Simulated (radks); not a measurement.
Effect of the nuclear size on neutral niobium, [Kr] 4d4 5s1. Calculated with a radial shooting solver on a logarithmic mesh with Libxc functionals: Dirac Kohn-Sham, LDA (Slater exchange, Perdew-Wang correlation), spin-unpolarised, spherical densities, finite nucleus; open shells are shared between the two j in proportion to 2j + 1; Fermi nuclear charge, rms radius 4.324 fm. The rms radius is varied about that value; shifts are against it.

| rms radius (fm) | total energy shift (eV) | density at nucleus (e/bohr^3) | 1s1/2 shift (meV) | 2s1/2 shift (meV) |
|---|---|---|---|---|
| 3.5154 | -0.430 | 8.39e+04 | -182 | -19.3 |
| 4.0559 | -0.151 | 8.267e+04 | -64.0 | -6.79 |
| 4.324 | 0 | 8.213e+04 | 0.000 | 0.000 |
| 4.7391 | 0.251 | 8.136e+04 | 106 | 11.3 |
| 4.9812 | 0.407 | 8.094e+04 | 172 | 18.3 |

Slopes of the eigenvalues against <r^2> in GHz/fm^2, as finite differences over the two radii next to the reference (eigenvalue slopes, not the field-shift constants of lines): 1s1/2 6860, 2s1/2 727.
